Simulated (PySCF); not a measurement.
Exercise with solution: chemical shift, span and skew from a shielding tensor

2-fluorocyclopenta-1,3-diene (C₅H₅F), SMILES FC1=CCC=C1. Atoms are numbered in the order given.

```xyz
11

F      0.0013    -2.0646     0.0000
C      0.0442    -0.7408     0.0000
C      1.1472     0.0316     0.0000
C      0.6859     1.4534     0.0000
C     -0.8093     1.3595     0.0000
C     -1.1745     0.0617     0.0000
H      2.1820    -0.3059     0.0000
H      1.0521     2.0123    -0.8815
H      1.0521     2.0123     0.8815
H     -1.4752     2.2229     0.0000
H     -2.1833    -0.3523     0.0000
```

The structure is a stationary point at PBE0-D3(BJ)/def2-SVP. Other conformers were not sampled.

GIAO shieldings from HF/pcSseg-1 (PySCF), non-relativistic, no solvent. The symmetric part of the tensor of C5 has the principal values -86.4, 49.8, 168.0 ppm. The same nucleus in TMS has σ = 192.6 ppm at this level (PySCF, at its B3LYP-D3(BJ)/def2-TZVP geometry).

### Question
Work out the isotropic shielding, the ¹³C shift against TMS, the span and the skew.

### Answer

σ(iso) = (σ11 + σ22 + σ33)/3 = 43.8 ppm. δ = σ(ref) − σ(iso) = 192.6 − (43.8) = 148.8 ppm.
Span Ω = σ33 − σ11 = 254.4 ppm. Skew κ = 3(σ(iso) − σ22)/Ω = -0.07. Tumbling in solution averages the tensor to δ; in a static solid the shielding alone would spread this spin-1/2 line over Ω.
